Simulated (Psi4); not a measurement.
Input file for Psi4: SAPT0/aug-cc-pVDZ on H4OSe (a complex).

```
memory 2025 MB

molecule dimer {
0 1
O    -0.03281218   -0.38616358    0.22298971
H     0.71613780    0.20229907    0.07938891
H    -0.79865345    0.19173448    0.30870595
--
0 1
Se    0.48794727   -0.17006333    3.34786786
H     0.44624067   -1.56909381    2.91022774
H     0.74637511   -0.55461057    4.74624586
units angstrom
symmetry c1
no_reorient
no_com
}

set {
  basis aug-cc-pVDZ
  scf_type df
  freeze_core true
}

energy('sapt0')
```

It printed:

```
[...]
==> Input File <==

--------------------------------------------------------------------------
memory 2025 MB

molecule dimer {
0 1
O    -0.03281218   -0.38616358    0.22298971
H     0.71613780    0.20229907    0.07938891
H    -0.79865345    0.19173448    0.30870595
--
0 1
Se    0.48794727   -0.17006333    3.34786786
H     0.44624067   -1.56909381    2.91022774
H     0.74637511   -0.55461057    4.74624586
units angstrom
symmetry c1
no_reorient
no_com
}

set {
  basis aug-cc-pVDZ
  scf_type df
  freeze_core true
}

energy('sapt0')
--------------------------------------------------------------------------


   => Loading Basis Set <=

    Name: AUG-CC-PVDZ
    Role: ORBITAL
    Keyword: BASIS
    atoms 1        entry O          line   254 file aug-cc-pvdz.gbs
    atoms 2-3, 5-6 entry H          line    40 file aug-cc-pvdz.gbs
    atoms 4        entry SE         line  3217 file aug-cc-pvdz.gbs

   => Loading Basis Set <=

    Name: AUG-CC-PVDZ
    Role: ORBITAL
    Keyword: BASIS
    atoms 1        entry O          line   254 file aug-cc-pvdz.gbs
    atoms 2-3, 5-6 entry H          line    40 file aug-cc-pvdz.gbs
    atoms 4        entry SE         line  3217 file aug-cc-pvdz.gbs


  //>>>>>>>>>>>>>>>>>>>>>>>>>>>>>>>>>>>//
  //              Dimer HF             //
  //<<<<<<<<<<<<<<<<<<<<<<<<<<<<<<<<<<<//

   => Libint2 <=

    Primary   basis highest AM E, G, H:  7, 6, 3
    Auxiliary basis highest AM E, G, H:  7, 7, 4
    Onebody   basis highest AM E, G, H:  -, -, -
    Solid Harmonics ordering:            Gaussian


   => Loading Basis Set <=

    Name: AUG-CC-PVDZ
    Role: ORBITAL
    Keyword: BASIS
    atoms 1        entry O          line   254 file aug-cc-pvdz.gbs
    atoms 2-3, 5-6 entry H          line    40 file aug-cc-pvdz.gbs
    atoms 4        entry SE         line  3217 file aug-cc-pvdz.gbs


         ---------------------------------------------------------
                                   SCF
               by Justin Turney, Rob Parrish, Andy Simmonett
                          and Daniel G. A. Smith
                              RHF Reference
                        1 Threads,   1931 MiB Core
         ---------------------------------------------------------

  ==> Geometry <==

    Molecular point group: c1
    Full point group: C1

    Geometry (in Angstrom), charge = 0, multiplicity = 1:

       Center              X                  Y                   Z               Mass
    ------------   -----------------  -----------------  -----------------  -----------------
         O           -0.032812180000    -0.386163580000     0.222989710000    15.994914619570
         H            0.716137800000     0.202299070000     0.079388910000     1.007825032230
         H           -0.798653450000     0.191734480000     0.308705950000     1.007825032230
         SE           0.487947270000    -0.170063330000     3.347867860000    79.916521800000
         H            0.446240670000    -1.569093810000     2.910227740000     1.007825032230
         H            0.746375110000    -0.554610570000     4.746245860000     1.007825032230

  Running in c1 symmetry.

  Rotational constants: A =      2.97320  B =      0.01771  C =      0.01765 [cm^-1]
  Rotational constants: A =  89134.27097  B =    530.88718  C =    529.10368 [MHz]
  Nuclear repulsion =   92.954730774222938

  Charge       = 0
  Multiplicity = 1
  Electrons    = 46
  Nalpha       = 23
  Nbeta        = 23

  ==> Algorithm <==

  SCF Algorithm Type is DF.
  DIIS enabled.
  MOM disabled.
  Fractional occupation disabled.
  Guess Type is SAD.
  Energy threshold   = 1.00e-08
  Density threshold  = 1.00e-08
  Integral threshold = 1.00e-12

  ==> Primary Basis <==

  Basis Set: AUG-CC-PVDZ
    Blend: AUG-CC-PVDZ
    Number of shells: 43
    Number of basis functions: 95
    Number of Cartesian functions: 100
    Spherical Harmonics?: true
    Max angular momentum: 2

   => Loading Basis Set <=

    Name: (AUG-CC-PVDZ AUX)
    Role: JKFIT
    Keyword: DF_BASIS_SCF
    atoms 1        entry O          line   270 file aug-cc-pvdz-jkfit.gbs
    atoms 2-3, 5-6 entry H          line    70 file aug-cc-pvdz-jkfit.gbs
    atoms 4        entry SE         line  1269 file aug-cc-pvdz-jkfit.gbs

  ==> Integral Setup <==

  DFHelper Memory: AOs need 0.030 GiB; user supplied 1.414 GiB.
  SCF_SUBTYPE=INCORE selected. In-core MEM_DF algorithm will be used.
  Using in-core AOs.

  ==> MemDFJK: Density-Fitted J/K Matrices <==

    J tasked:                   Yes
    K tasked:                   Yes
    wK tasked:                   No
    OpenMP threads:               1
    Algorithm:                 Core
    Schwarz Cutoff:           1E-12
    Mask sparsity (%):       0.7091
    Fitting Condition:        1E-10

   => Auxiliary Basis Set <=

  Basis Set: (AUG-CC-PVDZ AUX)
    Blend: AUG-CC-PVDZ-JKFIT
    Number of shells: 128
    Number of basis functions: 408
    Number of Cartesian functions: 480
    Spherical Harmonics?: true
    Max angular momentum: 3

  Minim
[...]
    A
    DOCC [    18 ]
    NA   [    18 ]
    NB   [    18 ]

  @DF-RHF Final Energy: -2400.34742713103924

   => Energetics <=

    Nuclear Repulsion Energy =             24.7320427159690084
    One-Electron Energy =               -3392.8514943091213354
    Two-Electron Energy =                 967.7720244621128813
    Total Energy =                      -2400.3474271310396944

Computation Completed


Properties will be evaluated at   0.000000,   0.000000,   0.000000 [a0]

Properties computed using the SCF density matrix


 Multipole Moments:

 ------------------------------------------------------------------------------------
     Multipole            Electronic (a.u.)      Nuclear  (a.u.)        Total (a.u.)
 ------------------------------------------------------------------------------------

 L = 1.  Multiply by 2.5417464519 to convert [e a0] to [Debye]
 Dipole X            :        -33.5695682           33.6046651            0.0350970
 Dipole Y            :         14.6482797          -14.9399057           -0.2916260
 Dipole Z            :       -229.4164390          229.5714524            0.1550135
 Magnitude           :                                                    0.3321245

 ------------------------------------------------------------------------------------

  Constructing Basis Sets for SAPT...

   => Loading Basis Set <=

    Name: (AUG-CC-PVDZ AUX)
    Role: RIFIT
    Keyword: DF_BASIS_SAPT
    atoms 1        entry O          line   204 file aug-cc-pvdz-ri.gbs
    atoms 2-3, 5-6 entry H          line    30 file aug-cc-pvdz-ri.gbs
    atoms 4        entry SE         line   900 file aug-cc-pvdz-ri.gbs

   => Loading Basis Set <=

    Name: (AUG-CC-PVDZ AUX)
    Role: JKFIT
    Keyword: DF_BASIS_ELST
    atoms 1        entry O          line   270 file aug-cc-pvdz-jkfit.gbs
    atoms 2-3, 5-6 entry H          line    70 file aug-cc-pvdz-jkfit.gbs
    atoms 4        entry SE         line  1269 file aug-cc-pvdz-jkfit.gbs


  //>>>>>>>>>>>>>>>>>>>>>>>>>>>>>>>>>>>//
  //               SAPT0               //
  //<<<<<<<<<<<<<<<<<<<<<<<<<<<<<<<<<<<//



        SAPT0
    Ed Hohenstein
     6 June 2009

      Orbital Information
  --------------------------
    NSO        =        95
    NMO        =        95
    NRI        =       294
    NRI (Elst) =       408
    NOCC A     =         5
    NOCC B     =        18
    FOCC A     =         1
    FOCC B     =         9
    NVIR A     =        90
    NVIR B     =        77

    Elst10,r            =    -0.005733142785 [Eh]
    Exch10              =     0.005937547875 [Eh]
    Exch10 (S^2)        =     0.005916551975 [Eh]

    Maxiter = 50
    CPHF R converge = 1.000000E-08

    Iter     Energy [mEh]          dE [mEh]         Residual      Time [s]
       1      -2.68080977       2.680809768     6.635789e-03             0
       2      -3.23377374       0.552963967     1.259260e-03             0
       3      -3.21478321      -0.018990530     5.282620e-04             0
       4      -3.21096902      -0.003814182     1.445902e-04             0
       5      -3.21267969       0.001710670     3.291486e-05             0
       6      -3.21278414       0.000104446     6.967376e-06             0
       7      -3.21269684      -0.000087303     1.336565e-06             0
       8      -3.21271484       0.000018001     2.793194e-07             0
       9      -3.21271201      -0.000002824     5.000031e-08             0
      10      -3.21271237       0.000000355     1.080154e-08             0
      11      -3.21271233      -0.000000036     2.295850e-09             0

    CHF Iterations converged

    Maxiter = 50
    CPHF R converge = 1.000000E-08

    Iter     Energy [mEh]          dE [mEh]         Residual      Time [s]
       1      -0.86645497       0.866454970     4.222180e-03             0
       2      -0.95245605       0.086001083     1.149549e-03             0
       3      -0.98673401       0.034277953     1.990664e-04             0
       4      -0.98224001      -0.004493999     3.166381e-05             0
       5      -0.98251071       0.000270703     6.978022e-06             0
       6      -0.98253265       0.000021939     2.154802e-06             0
       7      -0.98251471      -0.000017938     7.343565e-07             0
       8      -0.98251676       0.000002048     3.135251e-07             0
       9      -0.98251771       0.000000952     6.830787e-08             0
      10      -0.98251737      -0.000000343     1.266732e-08             0
      11      -0.98251742       0.000000047     2.422717e-09             0

    CHF Iterations converged

    Ind20,r (A<-B)      =    -0.003212712333 [Eh]
    Ind20,r (B<-A)      =    -0.000982517416 [Eh]
    Ind20,r             =    -0.004195229748 [Eh]
    Exch-Ind20,r (A<-B) =     0.002925178368 [Eh]
    Exch-Ind20,r (B<-A) =     0.000659953668 [Eh]
    Exch-Ind20,r        =     0.003585132037 [Eh]
    Disp20              =    -0.003152638739 [Eh]
    Disp20 (SS)         =    -0.001576319370 [Eh]
    Disp20 (OS)         =    -0.001576319370 [Eh]
    Exch-Disp20         =     0.000451138171 [Eh]
    Exch-Disp20 (SS)    =     0.000272750084 [Eh]
    Exch-Disp20 (OS)    =     0.000178388087 [Eh]

    SAPT Results
  --------------------------------------------------------------------------------------------------------
    Electrostatics                 -5.73314279 [mEh]      -3.59760141 [kcal/mol]     -15.05236431 [kJ/mol]
      Elst10,r                     -5.73314279 [mEh]      -3.59760141 [kcal/mol]     -15.05236431 [kJ/mol]

    Exchange                        5.93754788 [mEh]       3.72586754 [kcal/mol]      15.58902980 [kJ/mol]
      Exch10                        5.93754788 [mEh]       3.72586754 [kcal/mol]      15.58902980 [kJ/mol]
      Exch10(S^2)                   5.91655197 [mEh]       3.71269242 [kcal/mol]      15.53390507 [kJ/mol]

    Induction                      -0.98826093 [mEh]      -0.62014310 [kcal/mol]      -2.59467872 [kJ/mol]
      Ind20,r                      -4.19522975 [mEh]      -2.63254641 [kcal/mol]     -11.01457419 [kJ/mol]
      Exch-Ind20,r                  3.58513204 [mEh]       2.24970432 [kcal/mol]       9.41276287 [kJ/mol]
      delta HF,r (2)               -0.37816322 [mEh]      -0.23730100 [kcal/mol]      -0.99286740 [kJ/mol]

    Dispersion                     -2.70150057 [mEh]      -1.69521720 [kcal/mol]      -7.09278876 [kJ/mol]
      Disp20                       -3.15263874 [mEh]      -1.97831068 [kcal/mol]      -8.27725187 [kJ/mol]
      Exch-Disp20                   0.45113817 [mEh]       0.28309348 [kcal/mol]       1.18446311 [kJ/mol]
      Disp20 (SS)                  -1.57631937 [mEh]      -0.98915534 [kcal/mol]      -4.13862593 [kJ/mol]
      Disp20 (OS)                  -1.57631937 [mEh]      -0.98915534 [kcal/mol]      -4.13862593 [kJ/mol]
      Exch-Disp20 (SS)              0.27275008 [mEh]       0.17115326 [kcal/mol]       0.71610525 [kJ/mol]
      Exch-Disp20 (OS)              0.17838809 [mEh]       0.11194021 [kcal/mol]       0.46835786 [kJ/mol]

  Total HF                         -0.78385584 [mEh]      -0.49187697 [kcal/mol]      -2.05801323 [kJ/mol]
  Total SAPT0                      -3.48535641 [mEh]      -2.18709417 [kcal/mol]      -9.15080200 [kJ/mol]

  Special recipe for scaled SAPT0 (see Manual):
    Electrostatics sSAPT0          -5.73314279 [mEh]      -3.59760141 [kcal/mol]     -15.05236431 [kJ/mol]
    Exchange sSAPT0                 5.93754788 [mEh]       3.72586754 [kcal/mol]      15.58902980 [kJ/mol]
    Induction sSAPT0               -0.94995796 [mEh]      -0.59610762 [kcal/mol]      -2.49411428 [kJ/mol]
    Dispersion sSAPT0              -2.69668068 [mEh]      -1.69219267 [kcal/mol]      -7.08013415 [kJ/mol]
  Total sSAPT0                     -3.44223355 [mEh]      -2.16003416 [kcal/mol]      -9.03758294 [kJ/mol]
  --------------------------------------------------------------------------------------------------------



*** Psi4 exiting successfully. Buy a developer a beer!
```

The run finished.

Cost: very roughly 15 core-seconds.
